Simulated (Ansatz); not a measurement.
B7N6⁺. Total charge 1; singlet. Geometry PBE-D4/def2-SVP; atoms count from 1.

```csv
atom,x (Å),y (Å),z (Å)
B1,-2.0977,1.4648,0.6008
B2,-4.1860,2.9465,1.1828
B3,-6.3126,4.3808,1.7526
B4,4.1989,-2.9268,-1.1857
B5,-0.0031,-0.0092,0.0119
B6,2.0954,-1.4747,-0.5846
B7,6.2686,-4.4254,-1.7984
N8,1.0490,-0.7460,-0.2853
N9,-5.2474,3.7202,1.4815
N10,-1.0539,0.7292,0.3095
N11,5.2882,-3.6570,-1.4934
N12,-3.1556,2.2110,0.8962
N13,3.1563,-2.2135,-0.8879
```

The restricted singlet is unstable towards broken spin symmetry in Hartree–Fock (as tested in another run); at PBE0-D4/def2-TZVP this wasn't settled. Another isomer (singlet) lies 5.66 eV lower at PBE0-D4/def2-TZVP; other spin states weren't run for this one.

Estimate the Mulliken populations from the PBE0/def2-TZVP orbitals of Ansatz.


```
atom  charge (e)
  B1       -0.38
  B2       -0.21
  B3        0.13
  B4       -0.21
  B5       -0.40
  B6       -0.38
  B7        0.13
  N8        0.50
  N9        0.19
 N10        0.50
 N11        0.19
 N12        0.47
 N13        0.47
```
Mulliken values depend strongly on the basis.

And the Mayer bond orders between heavy atoms (over 0.3)?

B1–N10 1.73 (1.31 Å); B1–N12 1.58 (1.33 Å); B2–N9 1.42 (1.35 Å); B2–N12 1.93 (1.30 Å); B3–B7 0.80 (15.76 Å); B3–N9 2.16 (1.28 Å); B4–N11 1.42 (1.35 Å); B4–N13 1.93 (1.30 Å); B5–N8 1.65 (1.32 Å); B5–N10 1.65 (1.32 Å); B6–N8 1.73 (1.31 Å); B6–N13 1.58 (1.33 Å); B7–N11 2.16 (1.28 Å).
